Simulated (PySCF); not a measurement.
C3H8BFO.
Z-matrix (Å and degrees, PBE0-D3(BJ)/def2-SVP geometry), rows numbered from 1:
```
B 
O   1  1.6284
C   2  1.4526  1  120.82
C   3  1.5279  2   90.04  1   136.24
C   2  1.4333  1  120.76  3   113.87
F   5  1.3345  2  110.78  1   105.30
H   1  1.2292  2  103.42  3   -54.03
H   1  1.2184  2  103.44  3    65.63
H   1  1.2185  2  103.06  3  -173.75
H   3  1.0975  2  110.53  1  -103.25
H   3  1.0986  2  109.35  1    19.06
H   4  1.0975  3  114.46  2   103.92
H   4  1.0962  3  116.80  2  -124.69
H   5  1.1013  2  109.81  1   -15.75
```

The closed-shell ground state was solved at several levels (PySCF, density fitting, gas phase, non-relativistic).

```tsv
level	basis functions	total energy (Eh)	HOMO (eV)	LUMO (eV)	gap (eV)	dipole (D)
PBE0/def2-SVP	124	-318.3977	-7.77	1.04	8.81	5.57
PBE0/cc-pVDZ	124	-318.6499	-7.74	1.08	8.82	5.44
PBE0/cc-pVTZ	292	-318.7502	-7.88	0.74	8.62	5.39
PBE0/6-31+G*	124	-318.6426	-7.88	0.05	7.93	5.53
PBE0/pcSseg-0	70	-317.8925	-7.89	0.83	8.72	6.03
PBE0/6-311+G(2d,p)	210	-318.7313	-7.90	0.01	7.91	5.43
PBE0/aug-cc-pVDZ	210	-318.6730	-7.88	-0.32	7.56	5.37
PBE0/6-31G*	100	-318.6279	-7.64	1.32	8.96	5.54
PBE0/def2-TZVP	234	-318.7614	-7.89	0.67	8.56	5.41
PBE0/pcSseg-2	328	-318.7616	-7.91	0.27	8.18	5.42
PBE0/def2-TZVPD	300	-318.7627	-7.90	0.01	7.91	5.37
```

Problem. What might PBE0/IGLO-III (290 basis functions) give for the same quantities?

Solution. Total energy -318.7680 Eh, HOMO -7.90 eV, LUMO 0.39 eV, gap 8.29 eV, dipole 5.39 D.

Problem. Over all these levels, which gives the widest orbital gap and which the narrowest?

Solution. PBE0/6-31G* has the widest, 8.96 eV, and PBE0/aug-cc-pVDZ the narrowest, 7.56 eV. From the narrowest to the widest the HOMO moves by +0.24 eV and the LUMO by +1.64 eV.

Problem. How much does the basis alone move the frontier levels among the 12 PBE0 rows (the withheld one included)?

Solution. The HOMO by 0.27 eV and the LUMO by 1.64 eV. By rising basis size (HOMO, LUMO in eV): pcSseg-0 -7.89, 0.83; 6-31G* -7.64, 1.32; def2-SVP -7.77, 1.04; cc-pVDZ -7.74, 1.08; 6-31+G* -7.88, 0.05; 6-311+G(2d,p) -7.90, 0.01; aug-cc-pVDZ -7.88, -0.32; def2-TZVP -7.89, 0.67; IGLO-III -7.90, 0.39; cc-pVTZ -7.88, 0.74; def2-TZVPD -7.90, 0.01; pcSseg-2 -7.91, 0.27.

Problem. How far do the dipole and the HOMO energy spread over the levels?

Solution. The dipole runs from 5.37 to 6.03 D (mean 5.49 D) and the HOMO from -7.91 to -7.64 eV.

One conformer stands for the species.
